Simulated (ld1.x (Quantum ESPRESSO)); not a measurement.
u(r) = r·R(r): atom against pseudo-atom (Os)

Columns: radius, all-electron u(r) and pseudo u(r) of the 6p shell (level -22.07 eV) of osmium in the configuration [Xe] 4f14 5d5 6s0 6p0; PBE, scalar-relativistic, TM scheme, ld1.x (Quantum ESPRESSO) 7.5.

| r (bohr) | all-electron | pseudo |
| --- | --- | --- |
| 0.125 | -0.1363 | 0.0027 |
| 0.250 | 0.0769 | 0.0108 |
| 0.375 | 0.2088 | 0.0240 |
| 0.500 | 0.0585 | 0.0420 |
| 0.625 | -0.1509 | 0.0642 |
| 0.750 | -0.2953 | 0.0903 |
| 0.875 | -0.3482 | 0.1197 |
| 1.000 | -0.3234 | 0.1521 |
| 1.125 | -0.2451 | 0.1872 |
| 1.250 | -0.1356 | 0.2253 |
| 1.375 | -0.0125 | 0.2667 |
| 1.500 | 0.1119 | 0.3116 |
| 1.625 | 0.2296 | 0.3602 |
| 1.750 | 0.3358 | 0.4122 |
| 1.875 | 0.4278 | 0.4664 |
| 2.000 | 0.5046 | 0.5205 |
| 2.125 | 0.5662 | 0.5709 |
| 2.250 | 0.6132 | 0.6141 |
| 2.375 | 0.6469 | 0.6470 |
| 2.500 | 0.6686 | 0.6686 |
| 2.625 | 0.6796 | 0.6796 |
| 2.750 | 0.6813 | 0.6813 |
| 2.875 | 0.6753 | 0.6753 |
| 3.000 | 0.6626 | 0.6626 |
| 3.125 | 0.6446 | 0.6446 |
| 3.250 | 0.6223 | 0.6223 |

Problem. How many radial nodes do the two functions have?

Solution. The all-electron 6p function has n − l − 1 = 4 (the table is too coarse to show those close to the nucleus); the pseudo-wave has 0, since the states of the same l below it are removed with the core.

Problem. At about which radius was the pseudo-wave matched?

Solution. 2.50 bohr, where the columns begin to agree (steps of 0.12 bohr).

Problem. Is the pseudo-wave norm-conserving?

Solution. Yes: the TM scheme keeps the norm inside the radius equal to the all-electron one, which fixes the energy derivative of the logarithmic derivative at the level.
